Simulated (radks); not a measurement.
Question: Spherical quantum dot in the effective-mass picture: electrons in a well V = -V0 / (1 + exp((r - R)/a)) with V0 = 1.56, R = 10.4, a = 0.78, with a point charge +2 (a donor) at the centre, all in effective atomic units (hartree* = m*/eps^2 hartree, bohr* = eps/m* bohr), one dielectric constant everywhere. Calculated with a radial shooting solver with Libxc functionals: non-relativistic Kohn-Sham, LDA (Slater exchange, Perdew-Wang correlation), spin-polarised, spherical densities. Levels are named by radial order and angular momentum (1s, 1p, 1d, 2s, ...), and open shells are averaged over m. Each electron was tried in the lowest free levels, single moves between levels near the top were tried too, and the lowest total energy was kept; such a search can miss a lower state. The series stops at N = 12: beyond it a trial failed or the search could not be trusted, so later rows were left out. Give the order in which the levels fill up to N = 12, the shell closures and the spin along the way.

Answer: Shells are first occupied in the order 1s, 2s, 1p, 1d. Open shells at each N (closed shells left out): 1: 1s(up 1, down 0); 2: none; 3: 2s(up 1, down 0); 4: none; 5: 1p(up 1, down 0); 6: 1p(up 3, down 0) 2s(up 1, down 0); 7: 1p(up 3, down 0); 8: 1p(up 3, down 1); 9: 1p(up 3, down 2); 10: none; 11: 1d(up 1, down 0); 12: 1d(up 2, down 0). All shells are closed at N = 2, 4, 10 (there: 1s2 1p6 2s2). Largest 2S: 4, at N = 6.
